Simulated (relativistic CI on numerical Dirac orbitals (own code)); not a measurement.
Sensitivity of the levels of Si¹³⁺ to α

Method of calculation: Dirac equation for one electron (own radial code, finite nucleus).

Configuration list: 1s, 2s, 2p. Levels of other configurations are missing.

With x = (α/α₀)² − 1 an excitation energy changes as ω = ω₀ + qx; K = 2q/ω₀ is the relative enhancement. Terms are leading LS components, so labels can repeat.

Lowest level 1s ²S1/2.

```csv
Level,ω₀ (cm⁻¹),q (cm⁻¹)
2p ²P°1/2,16169827,38980
2s ²S1/2,16169830,38980
2p ²P°3/2,16183950,53200
```

Which transition from the lowest level has the largest |K|?

2p ²P°3/2 at 16183950 cm⁻¹, K = 0.00657.
